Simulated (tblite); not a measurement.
Compound: C4H6F2O2Si.
Numbering: `[O:1]=[C:2]([OH:3])/[CH:4]=[C:5](\[F:6])[CH2:7][SiH2:8][F:9]` (hydrogens: H10 on O3; H11 on C4; H12, H13 on C7; H14, H15 on Si8)

Geometry (GFN2-xTB, Å), atoms numbered from 1 in this order:
```
atom  x, y, z in Å
O1     2.9134    0.2524    0.7611
C2     2.4737   -0.0736   -0.3107
O3     3.2549   -0.1642   -1.4075
C4     1.0865   -0.4100   -0.6397
C5     0.0750   -0.4142    0.2345
F6     0.2849   -0.1004    1.5199
C7    -1.3429   -0.6858   -0.0636
Si8   -2.3671    0.9365   -0.0826
F9    -3.8628    0.4566   -0.4359
H10    4.1682    0.0641   -1.1764
H11    0.9006   -0.6662   -1.6690
H12   -1.7523   -1.3347    0.7130
H13   -1.4326   -1.1953   -1.0210
H14   -1.9564    1.7958   -1.1803
H15   -2.4475    1.5471    1.2305
```

All values are computed: GFN2-xTB (tblite) harmonic vibrations without scaling, gas phase. Errors from tens to a few hundred cm⁻¹ against measured bands are possible. Modes of hydrogen on silicon can be 10 to 20 % off. One conformer, not necessarily the lowest.

Harmonic wavenumbers (cm⁻¹): 34.2, 41.0, 53.9, 86.3, 147.6, 169.9, 194.3, 331.2, 355.9, 478.0, 494.0, 552.8, 558.8, 602.4, 668.3, 705.4, 719.5, 730.7, 749.0, 795.4, 824.7, 828.2, 889.6, 985.5, 1082.4, 1090.3, 1162.8, 1190.2, 1237.6, 1305.6, 1432.4, 1669.1, 1770.9, 2352.9, 2383.7, 2978.1, 3018.4, 3126.8, 3466.5.

A = 3576, B = 539.4, C = 503.9 MHz; mass 152.011 u (most abundant isotopes); point group C1, symmetry number 1.

Q: Zero-point energy?

A: ½Σν̃ = 20632 cm⁻¹ = 246.81 kJ/mol.

Q: Give the ideal-gas entropy at 298.15 K and 1 bar in the rigid-rotor, harmonic-oscillator model (classical rotation).

A: Translation 171.51, rotation 126.28, vibration 143.95: S = 441.7 J/(mol K).

Q: And Cp and H(298.15 K) − H(0)?

A: Cp = 162.41 J/(mol K), of which vibrations give 129.15 (their classical limit is 39 R = 324.3); H(298.15 K) − H(0) = 30.54 kJ/mol without the zero-point energy, 20.62 from vibrations.

Q: Which modes carry the vibrational entropy at 298.15 K?

A: 34.2 cm⁻¹: 23.30; 41.0 cm⁻¹: 21.80; 53.9 cm⁻¹: 19.53; 86.3 cm⁻¹: 15.66; 147.6 cm⁻¹: 11.31; 169.9 cm⁻¹: 10.19 J/(mol K); the other 33 give 42.15 together.

Q: Blend soft modes into free rotors: weight 1/[1 + (100 cm⁻¹/ν̃)⁴] for the oscillator and the rest for a rotor with moment μB/(μ + B), μ = h/(8π²ν), B = 10⁻⁴⁴ kg m². What vibrational entropy results?

A: 124.37 J/(mol K) in place of 143.95, which changes −T·S at 298.15 K by +5.84 kJ/mol.

Hindered rotation and anharmonicity are outside this model. Other conformers, if any are populated, would add a mixing term that is left out. The structure is chiral; the term R ln 2 for an equal mix with its mirror image is left out.
